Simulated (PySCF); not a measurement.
## Molecular orbitals of Sb₂⁺

UHF at R = 2.591 Å; Sb def2-TZVPPD with ECP28; scalar-relativistic core potentials (PySCF 2.14). State: ²Πu (doublet), unpaired electrons π ↑. Only the outer orbitals are listed.

```
spin  orbital  occ.  ε (eV)  main shells (%)
   α       σg     1  -26.67        91 s, 8 p
   α       σu     1  -21.61             97 s
   α       σg     1  -14.93       89 p, 10 s
   α       πu     1  -14.61             94 p
   α       πu     1  -13.77             94 p
   α       πg     0   -6.62             99 p
   α       πg     0   -5.98             98 p
   α       σu     0   -2.80       71 s, 22 d
   β       σg     1  -25.36             91 s
   β       σu     1  -20.89             94 s
   β       σg     1  -14.73        90 p, 9 s
   β       πu     1  -13.48             95 p
   β       πu     0   -6.78             98 p
   β       πg     0   -5.84             96 p
   β       πg     0   -4.55             94 p
```

**Question.** Which are the highest filled and the lowest empty level, where do they sit, and how wide is the gap?

**Answer.** Highest filled β πu at -13.48 eV (in %: 95 p); lowest empty β πu at -6.78 eV (in %: 98 p); the gap at UHF is 6.70 eV. Both belong to one degenerate shell, split only by its one-sided filling, so this is no excitation gap.

* bond order (Mayer): 2.30
* ⟨S²⟩: 0.757
* polarisability along the bond: 151.2 bohr³
* polarisability across the bond: 57.6 bohr³

Spin–orbit coupling is left out. The state was picked by a PBE0 search and need not be the measured ground state.
